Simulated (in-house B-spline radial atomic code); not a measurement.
How numerical settings move a run on Tl II (Tl+), [Xe] 4f14 5d10 6s2. Computed with a B-spline radial code for spherical atoms: Dirac-Hartree-Fock, average of configuration, Fermi nucleus of rms radius 5.4759 fm.

Command:
```bash
python run_scf.py task.json out
```
Settings of the sound reference run:
```
Z                81
electrons        80
configuration    [Xe] 4f14 5d10 6s2
hamiltonian      dirac
method           hf
spin_polarised   False
nucleus          fermi
rms_radius       5.4759
mass_number      205
atomic_mass      204.9744
speed_of_light   137.036
knot_spacing     0.22
spline_order     8
gauss_points     12
box_radius       35.29
max_iterations   70
damping          0.5
damped_steps     3
diis_vectors     10
tolerance        1e-08
start            Thomas-Fermi
```

Cost of the run: 2 s on 1 thread of Intel(R) Xeon(R) Platinum 8375C CPU @ 2.90GHz, with other jobs on the host.

It converges in 10 iterations to -20274.660993 hartree, with 6s1/2 at -18.7628 eV. The other runs change the listed settings, some to values that make no sense; their results aren't properties of the atom or ion. Radii are in bohr (the nuclear one in fm), a minus after a letter asks for a j subshell, and «unchanged» means within 1e-8 hartree. The run stops when the residual is below 10 × tolerance × max(1, Z/10), or a noise floor if that is larger, and the energy moves by less than 1e-8 × √|E| hartree; so very loose and very tight tolerances often act alike.

| changed settings | outcome |
| --- | --- |
| diis_vectors = 2 | converged in 12 iterations, energy unchanged, 6s1/2 level +1.3e-05 eV |
| electrons = 88, configuration = [Xe] 4f14 5d10 6s2 8s2 8p6, max_iterations = 100 | not converged after 100 iterations, last residual 1.4e-03 |
| method = r2scan | stopped with error: meta-GGAs are not served with the Dirac Hamiltonian |
| first_knot = 0.037 | converged in 10 iterations, energy +1.22e+02 hartree from the reference, 6s1/2 level +8.8e-02 eV |
| spline_order = 5, max_iterations = 50, diis_vectors = 1 | not converged after 50 iterations, last residual 1.9e-06, last energy +5.93e-04 hartree from the reference |
| max_iterations = 2 | not converged after 2 iterations, last residual 1.8e-01, last energy +8.61e-01 hartree from the reference |
| diis_vectors = 4 | converged in 11 iterations, energy unchanged, 6s1/2 level +1.3e-05 eV |
| first_knot = 1.23e-06 | converged in 10 iterations, energy +4.33e-07 hartree from the reference |
| spline_order = 4, max_iterations = 100, diis_vectors = 0, tolerance = 1e-10 | converged in 26 iterations, energy +1.63e-02 hartree from the reference, 6s1/2 level +9.4e-04 eV |
| max_iterations = 12 | converged in 10 iterations, energy unchanged |
| first_knot = 1.23e-05 | converged in 10 iterations, energy +2.24e-07 hartree from the reference |
| max_iterations = 50, damping = 0.95, damped_steps = 8 | converged in 16 iterations, energy unchanged, 6s1/2 level +9.4e-06 eV |
| max_iterations = 5 | not converged after 5 iterations, last residual 8.2e-04, last energy +2.11e-05 hartree from the reference |
| first_knot = 0.0037 | converged in 10 iterations, energy -9.73e-01 hartree from the reference, 6s1/2 level -2.8e-03 eV |
| first_knot = 0.0123 | converged in 10 iterations, energy +1.13e+01 hartree from the reference, 6s1/2 level +1.2e-02 eV |
| knot_spacing = 0.55, max_iterations = 3 | not converged after 3 iterations, last residual 3.6e-02, last energy +2.63e+00 hartree from the reference |

(1) What happens with gauss_points = 3, max_iterations = 100, diis_vectors = 4?

(2) What happens with diis_vectors = 1?

(3) What happens with diis_vectors = 0?

(4) What happens with first_knot = 0.000123?

Results:

(1) Converged in 11 iterations, energy +5.53e-03 hartree from the reference, 6s1/2 level -1.6e-04 eV.

(2) Converged in 60 iterations, energy unchanged, 6s1/2 level +1.8e-06 eV.

(3) Converged in 22 iterations, energy unchanged, 6s1/2 level +7.8e-06 eV.

(4) Converged in 10 iterations, energy +3.93e-06 hartree from the reference.
